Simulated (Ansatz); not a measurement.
C2H10N2Si, SMILES `CN[SiH](C)N`, relaxed with RKS PBE-D4/def2-SVP in Ansatz from a rough embedded geometry. The force threshold is 0.03 eV/Å; the program also tests the step.

Charge 0, multiplicity 1.

Start:

```xyz
15

C    -1.838    0.041   -0.104
N    -0.718    0.934   -0.031
Si    0.872    0.430    0.080
C     1.180   -1.107    1.037
N     1.255    0.318   -1.548
H    -2.014   -0.533    0.732
H    -2.751    0.675   -0.291
H    -1.741   -0.585   -1.021
H    -0.915    1.643    0.737
H     1.647    1.583    0.682
H     0.764   -1.030    2.064
H     0.551   -1.927    0.576
H     2.129   -1.433    0.985
H     0.512   -0.249   -1.971
H     1.066    1.241   -1.927
```

(1) How much energy does the relaxation release, and in how many steps? (An estimate is asked.)

(2) Which bonds change most? (Estimate.)

(3) Give the relaxed structure. (Best estimate.)

Results:

(1) Computed: 119.08 kJ/mol, in 18 steps, 3 of them rejected.

(2) Ansatz gave: C4–H13 from 1.005 to 1.111 Å; C1–H6 from 1.029 to 1.118 Å; N2–Si3 from 1.672 to 1.742 Å; Si3–N5 from 1.676 to 1.745 Å.

(3) Computed: 
```xyz
15

C    -2.064    0.254   -0.124
N    -0.893    0.965    0.353
Si    0.754    0.448    0.123
C     1.283   -1.160    0.965
N     0.944    0.154   -1.587
H    -2.524   -0.435    0.626
H    -2.863    0.952   -0.463
H    -1.779   -0.358   -1.004
H    -1.077    1.643    1.095
H     1.552    1.580    0.736
H     1.143   -1.088    2.064
H     0.683   -2.019    0.599
H     2.354   -1.386    0.780
H     1.688   -0.469   -1.912
H     0.800    0.920   -2.249
```
